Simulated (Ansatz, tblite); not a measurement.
Forces on the cluster Si₆W⁺ at its PBE-D4/def2-SVP geometry. The state is a doublet with charge 1.

In the def2 sets W takes a core potential; there is no spin–orbit coupling. The xTB rows come from tblite. Another isomer (doublet) lies 1.70 eV lower at PBE0-D4/def2-TZVP; other spin states weren't run for this one.

GFN1-xTB (tblite), largest force 5.27 eV/Å:

```xyz
7
positions Å, forces eV/Å
W     1.279   -1.365    0.976    1.812   -1.391    4.750
Si   -1.092   -1.028    1.050   -2.222   -0.398    0.614
Si    0.709   -1.939   -1.187   -0.604   -0.819   -3.351
Si   -1.128    2.724   -0.249   -0.273    0.493   -0.169
Si   -2.263    0.702   -0.088   -0.522    0.043    0.085
Si    0.157    0.784    0.056    0.488    0.849   -0.477
Si    2.337    0.120   -0.558    1.321    1.222   -1.453
```

GFN2-xTB (tblite), largest force 3.53 eV/Å:

```
W 0.871 -1.159 2.892
Si -2.198 -0.857 1.305
Si -0.572 -1.865 -2.945
Si -0.617 0.322 -0.169
Si -0.405 -0.032 0.189
Si 1.282 2.211 -0.728
Si 1.638 1.381 -0.543
```

PBE-D4/def2-TZVP (Ansatz), largest force 0.30 eV/Å:

```
W -0.137 0.144 -0.221
Si 0.174 0.092 -0.117
Si 0.020 0.149 0.189
Si -0.027 -0.170 0.017
Si 0.136 0.064 0.028
Si -0.037 -0.166 0.023
Si -0.128 -0.113 0.081
```
